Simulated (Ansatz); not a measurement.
Triethylaluminium, C6H15Al at its PBE0-D4/def2-TZVP geometry, where that method's forces vanish. The species carries charge 0 and has multiplicity 1.

```xyz
22

C    -1.5415   -0.5388   -2.4980
C    -0.1768   -0.7012   -1.8299
Al    0.0005    0.0014   -0.0004
C    -1.5297    0.8834    0.8671
C    -1.3073    1.4051    2.2860
C     1.7085   -0.1767    0.9603
C     2.8470   -0.8714    0.2143
H    -1.5627   -0.9487   -3.5129
H    -2.3306   -1.0423   -1.9322
H    -1.8333    0.5128   -2.5706
H     0.1109   -1.7618   -1.8105
H     0.6029   -0.2290   -2.4443
H    -1.8591    1.7015    0.2110
H    -2.3733    0.1787    0.8515
H    -0.5024    2.1448    2.3230
H    -2.2007    1.8818    2.7022
H    -1.0234    0.6017    2.9719
H     2.0211    0.8293    1.2744
H     1.5053   -0.6961    1.9075
H     2.5797   -1.8935   -0.0693
H     3.7630   -0.9328    0.8108
H     3.1018   -0.3481   -0.7119
```

**Question.** What forces (eV/Å) does r2SCAN-D4/def2-TZVPP give on these atoms in Ansatz? (Estimate.)

**Answer.** The calculation gave: 
```
C1  -0.131  0.012 -0.073
C2   0.123  0.006  0.110
Al3  0.002  0.000 -0.001
C4   0.023 -0.071 -0.148
C5   0.014  0.054  0.139
C6  -0.147  0.065  0.040
C7   0.115 -0.067 -0.067
H8  -0.013  0.006  0.006
H9   0.010  0.009 -0.008
H10  0.003 -0.016  0.002
H11  0.010 -0.003 -0.022
H12  0.004 -0.018 -0.015
H13 -0.023 -0.001  0.004
H14 -0.018  0.016 -0.002
H15 -0.012 -0.013  0.001
H16  0.014 -0.001  0.009
H17 -0.003  0.014 -0.010
H18  0.011 -0.006  0.021
H19  0.017  0.012  0.013
H20  0.005  0.017  0.003
H21 -0.002 -0.006 -0.015
H22 -0.004 -0.011  0.015
```
